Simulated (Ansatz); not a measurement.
Ideal-gas functions of CH$_{4}$InNS$_{2}$, SMILES `[NH2][In]1[CH2]S[S]1` at 800 K and 1 bar, from an Ansatz frequency run at PBE0-D4/def2-TZVP.

Molar mass 209.0 g/mol, point group C1 (symmetry number 1), electronic degeneracy 1, moments of inertia 114.649, 395.634, 506.175 u Å². Harmonic wavenumbers (cm⁻¹, unscaled): 55, 97, 98, 236, 243, 346, 421, 491, 541, 629, 636, 716, 781, 1010, 1038, 1420, 1554, 3073, 3140, 3560, 3663.

Use S(trans) = R[1.5 ln M + 2.5 ln T − 1.1517]; rotational temperatures θ = 24.2544 K / I; S(rot) = R[ln(√π/σ · √(T³/θAθBθC)) + 1.5]; for each mode x = 1.438777 ν̃/T, S = R[x/(eˣ − 1) − ln(1 − e⁻ˣ)] and H = RT x/(eˣ − 1); 1 cm⁻¹ = 0.0119627 kJ/mol; R = 8.31446 J/(mol·K).

By hand: the entropy, in J/(mol·K).

Translation 196.0. Rotation: θ = 0.2116, 0.0613, 0.0479 K, giving 131.3. Vibration, mode by mode: 27.55, 22.84, 22.76, 15.50, 15.26, 12.39, 10.82, 9.61, 8.86, 7.72, 7.64, 6.76, 6.14, 4.41, 4.24, 2.46, 2.04, 0.22, 0.20, 0.10, 0.09, in all 187.6. Electronic 0.0. Sum 514.9 J/(mol·K).

By hand: H − E and G − E in kJ/mol, counted from the electronic energy.

Zero-point energy ½ × 23748 × 0.0119627 = 142.0; thermal vibration 67.6; translation, rotation and pV give 4 RT = 26.6. H − E = 236.2 kJ/mol, and G − E = 236.2 − 800 × 514.9/1000 = -175.7 kJ/mol.

Vibration gives 36 % of the entropy, 73.2 J/(mol·K) of it from the modes under 150 cm⁻¹: soft modes count most, and the harmonic formula is weakest for them. The sum counts one conformer and one mirror image; others add a mixing term.
